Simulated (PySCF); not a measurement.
Au(Cl) anion (AuCl), SMILES [Cl][Au] (connectivity only; charge and spin as stated), charge -1, multiplicity 2.

Geometry optimised at PBE-D3(BJ)/def2-TZVPD. The spin state was assumed, not searched. The def2 effective core potentials stand for the cores of Au; spin–orbit coupling is left out.

Level of theory: PySCF with PBE-D3(BJ)/def2-TZVPD.

Frequencies are harmonic and unscaled.

Computed vibrational spectrum:
```csv
mode,ν (cm⁻¹),IR (km/mol),moving atoms (share of kinetic energy)
1,222,41.3,"Cl 85 %, Au 15 %"
```
